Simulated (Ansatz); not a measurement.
A nudged elastic band was laid between two geometries of AlH3O + GeH4O (11 atoms, charge 0, multiplicity 1).

These are results of Ansatz, RKS revPBE-D4/def2-SVP, not measurements.

```yaml
movable_images: 7
climbing_image: yes
spring: 5.0 eV/Å²
optimiser: quadratic models (default)
start_path: through a guess of the saddle point
force_threshold: 0.03 eV/Å
iteration_limit: 60
end_points: relaxed
```

Initial state:

```xyz
11
Properties=species:S:1:pos:R:3
Ge -0.115 0.012 -0.009
O -0.050 0.016 1.804
H -0.910 -0.239 2.190
H 1.268 0.503 -0.468
H -1.308 0.879 -0.499
H -0.367 -1.461 -0.532
O 1.721 -2.211 1.321
Al 0.365 -3.125 0.719
H 0.678 -4.089 -0.512
H -1.026 -3.141 1.525
H 1.500 -1.515 1.968
```

Final state:

```xyz
11
Properties=species:S:1:pos:R:3
Ge 0.188 -0.403 -0.442
O 0.336 0.299 2.555
H -0.623 0.408 2.697
H 1.503 0.390 -0.266
H -1.080 0.444 -0.175
H 0.110 -1.035 -1.866
O 0.188 -1.794 0.734
Al 0.240 -3.525 0.679
H 0.349 -4.265 -0.732
H 0.166 -4.259 2.092
H 0.380 -0.630 2.231
```

Problem. Which bonds break or form, and what moves?

Solution. Bonds broken: Ge1–O2, O7–H11. Bonds formed: Ge1–O7, O2–H11. AlH3O + GeH4O becomes AlGeH5O + H2O.

Problem. What energy profile does the band end with?

Solution. The run converged. The highest image is number 4 of 0 to 8, 19.8 kcal/mol above the first end and 21.4 kcal/mol above the last; the last end lies 1.7 kcal/mol below the first. A vibrational analysis at the climbing image gives one clearly imaginary mode, 658i cm⁻¹: a first-order saddle point. The orbitals stay closed-shell, which can raise the energy where a bond breaks towards radicals; this wasn't checked here.

```json
{"image": "0", "path coordinate (Å)": "0.00", "energy (kcal/mol)": "0.0", "Ge1–O2 (Å)": "1.81", "O7–H11 (Å)": "0.98", "Ge1–O7 (Å)": "3.17"}
{"image": "1", "path coordinate (Å)": "1.66", "energy (kcal/mol)": "-0.1", "Ge1–O2 (Å)": "1.83", "O7–H11 (Å)": "0.99", "Ge1–O7 (Å)": "3.41"}
{"image": "2", "path coordinate (Å)": "3.32", "energy (kcal/mol)": "0.0", "Ge1–O2 (Å)": "1.83", "O7–H11 (Å)": "0.99", "Ge1–O7 (Å)": "3.31"}
{"image": "3", "path coordinate (Å)": "4.98", "energy (kcal/mol)": "1.0", "Ge1–O2 (Å)": "1.84", "O7–H11 (Å)": "0.99", "Ge1–O7 (Å)": "2.95"}
{"image": "4", "path coordinate (Å)": "6.65", "energy (kcal/mol)": "19.8", "Ge1–O2 (Å)": "2.07", "O7–H11 (Å)": "1.21", "Ge1–O7 (Å)": "2.12"}
{"image": "5", "path coordinate (Å)": "7.18", "energy (kcal/mol)": "10.7", "Ge1–O2 (Å)": "2.38", "O7–H11 (Å)": "1.55", "Ge1–O7 (Å)": "1.92"}
{"image": "6", "path coordinate (Å)": "7.72", "energy (kcal/mol)": "1.7", "Ge1–O2 (Å)": "2.77", "O7–H11 (Å)": "1.75", "Ge1–O7 (Å)": "1.84"}
{"image": "7", "path coordinate (Å)": "8.26", "energy (kcal/mol)": "-1.3", "Ge1–O2 (Å)": "3.04", "O7–H11 (Å)": "1.89", "Ge1–O7 (Å)": "1.82"}
{"image": "8", "path coordinate (Å)": "8.79", "energy (kcal/mol)": "-1.7", "Ge1–O2 (Å)": "3.08", "O7–H11 (Å)": "1.91", "Ge1–O7 (Å)": "1.82"}
```

Problem. What is the geometry of the highest image?

Solution. 
```xyz
11
Properties=species:S:1:pos:R:3
Ge 0.148 -0.110 -0.090
O 0.129 0.160 1.967
H -0.748 0.484 2.251
H 1.653 0.127 -0.342
H -0.661 1.240 -0.198
H -0.519 -0.974 -1.216
O 0.237 -1.914 1.026
Al 0.409 -3.622 0.807
H 0.509 -4.186 -0.683
H 0.442 -4.535 2.118
H 0.158 -1.042 1.867
```

Problem. What are the harmonic wavenumbers there?

Solution. 658i, 72, 89, 120, 129, 322, 438, 503, 552, 569, 582, 595, 718, 767, 812, 826, 888, 925, 989, 1338, 1718, 1885, 1898, 1956, 2002, 2120, 3709 cm⁻¹.

The band took 23 iterations and about 9 core-minutes.

The run took 2.6 min on 4 threads of Intel(R) Xeon(R) Platinum 8375C CPU @ 2.90GHz (Ice Lake) (shared host), peak memory 0.19 GiB.
